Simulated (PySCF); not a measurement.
C₅H₅F, SMILES C=C=C/C=C/F. Atoms are numbered in the order given.

```xyz
11

C     -0.7751    -2.6384     0.0000
C      0.1321    -1.6964     0.0000
C      1.0434    -0.7431     0.0000
C      0.8026     0.7061     0.0000
C     -0.4015     1.2873     0.0000
F     -0.5427     2.6166     0.0000
H     -1.1718    -3.0533     0.9350
H     -1.1718    -3.0533    -0.9350
H      2.0963    -1.0511     0.0000
H      1.6801     1.3584     0.0000
H     -1.3581     0.7560     0.0000
```

Geometry optimised at B3LYP-D3(BJ)/def2-SVP. The structure was generated by enumeration; whether it is a known compound was not checked. One conformer was computed; it need not be the lowest.

Level of theory: PBE/def2-TZVP run with PySCF.

ESP charges are fitted to the potential on shells at 1.4 to 2.0 van der Waals radii. Atomic charges (e):

```
atom  meta-Löwdin  ESP fit  Mulliken
----  -----------  -------  --------
C1              ?    -0.60     -0.28
C2           0.03     0.20      0.04
C3              ?    -0.32     -0.19
C4              ?    -0.14     -0.11
C5           0.15     0.00      0.06
F6          -0.23    -0.14     -0.15
H7           0.14     0.24      0.14
H8           0.14     0.24      0.14
H9              ?     0.19      0.12
H10          0.13     0.17      0.12
H11             ?     0.17      0.11
```

Problem. Complete the blanks. (Estimate from the structure and the level; the computed values follow.)

Solution. 
- C1, meta-Löwdin: -0.31
- C3, meta-Löwdin: -0.16
- C4, meta-Löwdin: -0.17
- H9, meta-Löwdin: 0.15
- H11, meta-Löwdin: 0.12

Computed Mayer and Wiberg (Löwdin basis) orders of the bonds:
```
bond    Mayer  Wiberg
------  -----  ------
C1–C2    1.96    2.19
C2–C3    1.88    1.96
C3–C4    1.03    1.29
C4–C5    1.78    2.00
C5–F6    1.11    1.78
C1–H7    0.92    0.86
C1–H8    0.92    0.86
C3–H9    0.93    0.79
C4–H10   0.94    0.81
C5–H11   0.98    0.87
```
